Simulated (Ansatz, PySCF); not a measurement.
C₆H₁₄S₂, SMILES CSCCCCSC. Atoms are numbered in the order given.

```xyz
22

C      0.6231     4.6769     0.0000
S     -0.6567     3.3856     0.0000
C      0.4181     1.9062     0.0000
C     -0.4267     0.6353     0.0000
C      0.4267    -0.6353     0.0000
C     -0.4181    -1.9062     0.0000
S      0.6567    -3.3856     0.0000
C     -0.6231    -4.6769     0.0000
H      1.2563     4.6142    -0.8989
H      0.1052     5.6465     0.0000
H      1.2563     4.6142     0.8989
H      1.0698     1.9342     0.8899
H      1.0698     1.9342    -0.8899
H     -1.0886     0.6392    -0.8835
H     -1.0886     0.6392     0.8835
H      1.0886    -0.6392     0.8835
H      1.0886    -0.6392    -0.8835
H     -1.0698    -1.9342     0.8899
H     -1.0698    -1.9342    -0.8899
H     -1.2563    -4.6142     0.8989
H     -0.1052    -5.6465     0.0000
H     -1.2563    -4.6142    -0.8989
```
Charge 0, spin multiplicity 1.

The structure is a stationary point at B3LYP-D3(BJ)/def2-SVP. Other conformers were not sampled.

Vertical ionisation energy (IE) and electron affinity (EA) in eV. Rows of orbital energies are one-electron estimates. Where ΔSCF, EOM or ADC give a negative EA the extra electron is unbound and the value depends on the basis.

```csv
level,IE,EA
"−ε(HOMO), −ε(LUMO), r2SCAN/def2-SVP (PySCF)",?,?
"−ε(HOMO), −ε(LUMO), PBE/def2-SVP (PySCF)",4.87,-0.23
"ΔSCF, CAM-B3LYP/def2-SVPD (Ansatz), final states of multiplicity 2 and 2",8.38,-1.68
"ΔSCF, PBE/def2-SVPD (Ansatz), final states of multiplicity 2 and 2",7.37,-1.08
```

### Question
Complete the blanks. (Estimate from the structure and the level; the computed values follow.)

### Answer

- −ε(HOMO), −ε(LUMO), r2SCAN/def2-SVP (PySCF), IE: 5.17
- −ε(HOMO), −ε(LUMO), r2SCAN/def2-SVP (PySCF), EA: -0.52

### Question
What vertical singlet–triplet gap does ΔSCF give with CAM-B3LYP/def2-SVPD (Ansatz, a first-principles code) and with PBE/def2-SVPD (Ansatz)? (An estimate is asked for; the answer gives what the named calculation found.)

### Answer
5.08 and 4.72 eV (triplet above singlet where positive).
